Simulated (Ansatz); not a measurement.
Stepwise reaction of `[NH]=[Ta]([NH2])([NH2])[OH]` with hydrogen fluoride, as a gas-phase model of exchange steps in deposition or etching. ΔE in kJ/mol; ΔG adds harmonic PBE0-D4 terms to CCSD(T)/CBS, at 1 bar.

Gas-phase electronic energies from Ansatz, PBE0-D4/def2-TZVP geometries. CBS: MP2 limit from def2 TZ/QZ plus the TZ coupled-cluster correction, frozen cores. This one scheme is used for every species. Functionals use def2-TZVPP. B3LYP here is the variant with VWN-RPA as its local correlation; programs differ in this. def2 core potentials past Kr. For Ta outer-core shells are correlated without core-valence functions, which leaves a few kJ/mol of doubt a bond. One conformer a species, not always the lowest.

```csv
step,reaction,PBE-D4,B3LYP-D4,ωB97M-V,CCSD(T)/CBS,ΔG(600 K)
1,`[NH]=[Ta]([NH2])([NH2])[OH]` + H–F → `[NH]=[Ta]([NH2])([OH])[F]` + NH₃,-99.5,-100.6,-100.5,-88.2,-81.5
2,`[NH]=[Ta]([NH2])([OH])[F]` + H–F → `[NH]=[Ta]([OH])([F])[F]` + NH₃,-83.4,-84.1,-84.6,-72.4,-70.7
```

Task: By hand: ΔE of the 2 steps together at CCSD(T)/CBS.

Result: (-88.2) + (-72.4) = -160.6 kJ/mol, or -80.3 kJ/mol a step.

In ΔE each step is higher than the one before. All are downhill at CCSD(T)/CBS. ΔG lies between -81.5 and -70.7 kJ/mol a step. PBE-D4 differs from CCSD(T)/CBS by -11.3 to -11.0 kJ/mol a step. Isolated molecules leave out the surface, adducts and barriers. Largest T1 diagnostic: 0.019.
